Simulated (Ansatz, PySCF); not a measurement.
Breaking a bond: GeNa (anion, charge -1), lowest singlet found (which spin is the ground state isn't settled by this scan).

Levels of theory: RKS-PBE0 = restricted PBE0/aug-cc-pVDZ (Ansatz, a first-principles code); RKS-BP86/6-31G* = restricted BP86/6-31G*, spherical d (PySCF); RCCSD = CCSD on RHF/aug-cc-pVDZ, cores with 3d frozen run with Ansatz.

Energies are in kJ/mol, each relative to the lowest point of its own curve between 2.40 and 3.62 Å, where full CI is lowest.

| R / Å | RKS-PBE0 | RKS-BP86/6-31G* | RCCSD |
|---|---|---|---|
| 2.06 | 174.6 | 168.2 | 201.8 |
| 2.21 | 96.1 | 91.1 | 117.3 |
| 2.40 | 38.5 | 35.4 | 53.1 |
| 2.47 | 25.6 | 23.1 | 38.0 |
| 2.58 | 11.7 | 10.1 | 20.7 |
| 2.73 | 2.1 | 1.4 | 7.0 |
| 2.78 | 0.7 | 0.3 | 4.3 |
| 2.89 | 0.0 | 0.0 | 0.8 |
| 2.96 | 0.9 | 1.1 | 0.0 |
| 3.08 | 4.1 | 4.6 | 0.6 |
| 3.25 | 11.3 | 12.1 | 4.5 |
| 3.41 | 19.5 | 20.5 | 10.3 |
| 3.62 | 31.2 | 32.2 | 19.5 |
| 3.87 | 45.0 | 45.9 | 31.3 |
| 4.14 | 58.6 | 59.3 | 43.9 |
| 4.56 | 76.6 | 76.4 | 61.8 |
| 5.11 | 94.2 | 91.9 | 80.8 |
| 5.60 | 105.2 | 100.6 | 93.9 |

At the longest distance, 5.60 Å, RKS-PBE0 lies highest above its minimum (105.2 kJ/mol) and RCCSD lowest (93.9 kJ/mol).

The scan ran from 2.06 to 9.73 Å; beyond the distances shown full CI changes its symmetry label. The restricted form behind RKS-PBE0, RKS-BP86/6-31G* keeps the bonding electrons paired and can't separate into open-shell fragments. Where the anion isn't bound against loss of the electron, the finite basis alone holds it. The T1 diagnostic of CCSD on the restricted reference of RCCSD exceeds 0.045 at 3.08 to 5.60 Å.
